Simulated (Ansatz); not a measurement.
Consider the formal exchange of groups at the Si–H bond: `FC1C[SiH2]1` + `CC1=C(F)C1` → `F[C@H]1C[Si@@H]1F` + `CC1=CC1`.

Isolated molecules relaxed with PBE0-D4/def2-TZVP in Ansatz; ΔE leaves out vibrations. CBS: MP2 limit from def2 TZ/QZ plus the TZ coupled-cluster correction, frozen cores. DFT in def2-TZVPP.

```tsv
species	RPA@PBE/def2-TZVPP energy (Eh)
`FC1C[SiH2]1`	-468.15067
`CC1=C(F)C1`	-255.18826
`F[C@H]1C[Si@@H]1F`	-567.43912
`CC1=CC1`	-155.97822
```

(1) Work out ΔE.

(2) What do rigid-rotor, harmonic-oscillator terms from PBE0-D4/def2-TZVP frequencies (298.15 K, 1 bar) make of the CCSD(T)/CBS value? (Estimate.)

Largest T1 diagnostic among the species: 0.012.

Answers

(1) ΔE = (-567.43912) + (-155.97822) − (-468.15067) − (-255.18826) = -0.07841 Eh = -205.9 kJ/mol. CCSD(T)/CBS gives -220.9 kJ/mol.

(2) Ansatz gave: ΔZPE = +4.9 kJ/mol, ΔH = -215.7 kJ/mol, ΔS = 0 J/(mol·K), ΔG = -215.6 kJ/mol.

From PBE to PBE0 (25 % exact exchange), in def2-TZVPP and without D4, ΔE moves by −9.6 kJ/mol. In def2-TZVPP, CCSD(T) changes the Hartree–Fock value by +12.6 kJ/mol (the triples alone add +3.7 kJ/mol) and MP2 by +3.2 kJ/mol.
